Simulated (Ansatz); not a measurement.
Basis-set extrapolation for `[CH3][Al-]([CH3])([OH2+])[Cl]` (PBE0-D4/def2-TZVP geometry, frozen core, the Gaussian-basis code of Ansatz). Multiplicity 1, RHF reference.

```tsv
	def2-TZVPP	def2-QZVPP
HF	-856.882168	-856.909603
MP2 correlation	-0.891891	-0.961913
CCSD(T) correlation	-0.981298	not run
```

Energies in hartree. Use E(X) = E(∞) + A·exp(−7.88·√X) for Hartree–Fock and E(X) = E(∞) + B·X^(−2.97) for correlation, with X = 3 and 4, and add CCSD(T) minus MP2 of the smaller set to the MP2 limit.

Task: What is the CCSD(T) energy at the basis-set limit?

Result: HF limit: -856.909603 + (-0.027435) × 0.13774 = -856.91338. MP2 limit: -0.961913 + (-0.070022) × 0.74074 = -1.01378. Higher-order term: -0.981298 − (-0.891891) = -0.08941. Total: -858.01657 hartree, 96.1 kcal/mol below CCSD(T)/def2-TZVPP.
